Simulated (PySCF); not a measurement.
Dipole moment and polarisability of SnEt3(SiH3)

SnEt3(SiH3), C₆H₁₈SiSn.
Structure used (PBE0-D3(BJ)/def2-SVP), in Å, numbered top down from 1:
```
atom  x, y, z in Å
Sn1    0.040    0.105    0.032
C2    -0.017    0.042    2.202
C3    -1.416   -0.162    2.767
H4     0.429    0.979    2.572
H5     0.658   -0.771    2.517
H6    -1.413   -0.196    3.869
H7    -2.101    0.649    2.471
H8    -1.863   -1.107    2.416
C9     2.102    0.102   -0.647
C10    2.864   -1.151   -0.239
H11    2.584    1.009   -0.246
H12    2.086    0.214   -1.743
H13    3.907   -1.134   -0.597
H14    2.900   -1.273    0.855
H15    2.398   -2.063   -0.648
C16   -0.992    1.868   -0.705
C17   -1.132    1.890   -2.221
H18   -0.437    2.749   -0.343
H19   -1.980    1.897   -0.217
H20   -1.659    2.793   -2.574
H21   -0.153    1.870   -2.725
H22   -1.701    1.021   -2.591
Si23  -1.127   -1.996   -0.907
H24   -2.616   -1.828   -0.954
H25   -0.839   -3.206   -0.070
H26   -0.664   -2.294   -2.301
```

Level: CAM-B3LYP/def2-SVPD (PySCF), static field, nuclei fixed, core orbitals frozen in the response. The polarisability tensor in these axes (au):

```
x   147.78  -0.33   0.34
y    -0.33 147.36  -0.45
z     0.34  -0.45 148.14
```

Task: What are the eigenvalues, a third of the trace, and Δα (Δα² = ½Σ(αi − αj)² over the three pairs)?

Result: Principal values 147.11, 147.58 and 148.59 au; mean 147.76 au = 21.90 Å³ = 24.36 × 10⁻⁴⁰ C²·m²/J; Δα = 1.31 au (1 % of the mean).

Task: What is the dipole moment, and where does it point?

Result: (0.54, 1.00, 0.45) D, 1.22 D in size, pointing from the negative to the positive side. Measured along this direction, the outermost atoms are H25, H26 and H24 at the negative end and H4, H18 and H11 at the positive end.

Task: Find the Langevin capture rate constant for H3O+ (19.018 u) meeting this molecule (238.020 u), k = 2.342 × 10⁻⁹ cm³/s × √(α in Å³ / reduced mass in u).

Result: The reduced mass is 17.61 u, so k = 2.61 × 10⁻⁹ cm³/s. The formula leaves out the permanent dipole, which adds to the capture rate.

Task: In TDDFT the mean static polarisability is Σ f/ω² over all singlet excitations (ω in hartree). How much of it do the 10 lowest give? Their energies (eV) and oscillator strengths: 6.56, 0.0508; 6.56, 0.0471; 6.68, 0.1794; 6.74, 0.0609; 6.75, 0.0557; 6.87, 0.0092; 7.04, 0.0031; 7.09, 0.0142; 7.10, 0.0136; 7.30, 0.2432.

Result: They add up to 10.53 au, 7.1 % of the 147.76 au; the largest single term is 3.38 au, from the state at 7.30 eV. Terms in order: 0.88, 0.81, 2.97, 0.99, 0.91, 0.14, 0.05, 0.21, 0.20, 3.38 au. Higher excitations give the rest. The strengths listed sum to 0.677.

Task: How large is μ²/3kT at 350 K beside α?

Result: In Gaussian units μ²/3kT = 10.22 Å³ against 21.90 Å³, a ratio of 0.47; the Debye molar polarisation (4π/3)N_A(α + μ²/3kT) is 81.0 cm³/mol, leaving out the vibrational part.

Task: What would n − 1 = 2πNα be for an ideal gas of these molecules at 298.15 K and 1 atm, electronic part alone?

Result: N = p/kT = 2.4615 × 10¹⁹ cm⁻³, so n − 1 = 2π × N × 21.90 × 10⁻²⁴ cm³ = 3386 × 10⁻⁶ at long wavelengths.

Isolated species at its PBE0-D3(BJ)/def2-SVP geometry (one conformer only). Atoms past krypton carry effective core potentials; spin–orbit coupling is left out.

These values come from a run that also computed excited states. The run took 3.2 min of wall time (with the writing of density and orbital grids) on one thread, Arm Neoverse V1 (aarch64), shared host with 32 logical CPUs at a one-minute load of 12, and the process peaked at 2.0 GiB of memory.
